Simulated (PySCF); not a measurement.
Structure with atom numbers: `[CH2:1]=[CH:2][Si@H:3]([CH:4]=[O:5])/[N:6]=[C:7](/[CH3:8])[C:9]#[N:10]` (H(Xn): hydrogen on atom n). Ha(C1) is cis to Si3; Hb(C1) is trans to Si3.

PySCF calculation with shieldings: GIAO PBE0/pcSseg-1 and geometry: GFN2-xTB; non-relativistic Hamiltonian, fast rotation and ring inversion assumed for equivalent nuclei, a single conformation, gas phase.

Question: Predict the 2D correlation tables (HSQC, COSY, HMBC).

Answer: 

HSQC (one-bond C–H):
```csv
δH,δC
12.18 (H(C4)),243.2 (C4)
6.69 (H(C2)),139.8 (C2)
6.62 (Hb(C1)),146.1 (C1)
6.36 (Ha(C1)),146.1 (C1)
2.65 (H(C8)),35.7 (C8)
```

COSY cross peaks (H two or three bonds apart, from the bond graph; peaks can be absent where the dihedral angle is near 90°):
```csv
δH,δH
12.18 (H(C4)),5.03 (H(Si3))
6.69 (H(C2)),6.62 (Hb(C1))
6.69 (H(C2)),6.36 (Ha(C1))
6.69 (H(C2)),5.03 (H(Si3))
6.62 (Hb(C1)),6.36 (Ha(C1))
```

HMBC (two and three bonds, from the bond graph):
```csv
δH,δC
12.18 (H(C4)),139.8 (C2)
6.69 (H(C2)),"243.2 (C4), 146.1 (C1)"
6.62 (Hb(C1)),139.8 (C2)
6.36 (Ha(C1)),139.8 (C2)
5.03 (H(Si3)),"243.2 (C4), 159.7 (C7), 146.1 (C1), 139.8 (C2)"
2.65 (H(C8)),"159.7 (C7), 116.8 (C9)"
```

δ = σ(ref) − σ, references computed at the same level: 1H (σ = 31.72 ppm), 13C (σ = 186.93 ppm) vs TMS.

Shifts are as computed. Against solution values, carbons near 30 ppm lie about +3 ppm off and those near 130 ppm about +5 ppm. Of 1211 compounds with measured shifts, 218 miss one by over three times the rms of a fit or turn the order of signals round; such compounds aren't used in these exercises.
